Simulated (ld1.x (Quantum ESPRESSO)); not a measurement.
## What one change does to a pseudopotential (arsenic, RRKJ)

ld1.x (Quantum ESPRESSO) 7.5 input, shortened:

```
&input
   title='As', zed=33., rel=1, dft='REVPBE', iswitch=3,
   config='[Ar] 3d10 4s2 4p3'
 /
 &inputp
   pseudotype=2, tm=.false., rho0=0.001, lloc=0,
   nlcc=.false.
 /
3
4P  2  1   3.00   0.00  1.45  1.45  0.0
3D  3  2  10.00   0.00  1.00  1.00  0.0
4S  1  0   2.00   0.00  1.75  1.75  0.0
 &test
   configts(1)='3d10 4s2 4p3'
 /
```

All-electron outer shells of the reference configuration (revPBE, scalar-relativistic, ld1.x):

```json
{"shell": "3s", "level (eV)": "-190.37", "outermost node (bohr)": "0.25", "outermost maximum (bohr)": "0.52"}
{"shell": "3p", "level (eV)": "-133.68", "outermost node (bohr)": "0.22", "outermost maximum (bohr)": "0.52"}
{"shell": "3d", "level (eV)": "-40.59", "outermost node (bohr)": "–", "outermost maximum (bohr)": "0.48"}
{"shell": "4s", "level (eV)": "-14.43", "outermost node (bohr)": "0.73", "outermost maximum (bohr)": "1.61"}
{"shell": "4p", "level (eV)": "-5.15", "outermost node (bohr)": "0.78", "outermost maximum (bohr)": "2.00"}
```

Change: wave 4p (bound): rc 1.45 bohr becomes 4p (bound): rc 1.88 bohr.

Cutoffs: the cutoffs (Ry, on a coarse ladder) from which the occupation-weighted sum of valence levels, in a spherical-Bessel basis at the reference potential, stays within 10 and 1 mRy of its value at 400 Ry; they do not see the model core or the augmentation charge, which bear on the density cutoff. Errors are all-electron minus pseudo energies relative to the spin-unpolarised reference configuration.

Question: Predict the effect on cutoff, ghosts and configuration errors.

Answer: The potential gets neither clearly harder nor softer (230 Ry and 300 Ry → 230 Ry and 300 Ry); the bound ghost in p disappears; of the 7 tests that both files solve, the error grows in 4 and shrinks in 1 by more than 15 % and 0.3 meV (median size 2.3 → 12.6 meV).

```csv
quantity,base,changed
"cutoff, loose",230 Ry,230 Ry
"cutoff, tight",300 Ry,300 Ry
bound ghosts,p,none
"error for 3d10 4s2 4p2, meV [ΔE 9.10 eV]",-1.8,-1.8
"error for 3d10 4s2 4p1, meV [ΔE 26.96 eV]",-4.6,-3.1
"error for 3d10 4s2 4p0, meV [ΔE 54.56 eV]",+2.3,+13
"error for 3d10 4s1 4p0, meV [ΔE 105.00 eV]",+52,+91
"error for 3d10 4s1 4p4, meV [ΔE 9.39 eV]",-0.9,-5.7
"error for 3d10 4s0 4p5, meV [ΔE 18.99 eV]",-2.3,-23
"error for 3d9 4s2 4p3, meV [ΔE 50.77 eV]",-766,-819
```

 A true bound ghost makes a file unfit for plane-wave use even where its test errors are small: the radial tests pick states by their node count and pass the ghost by.
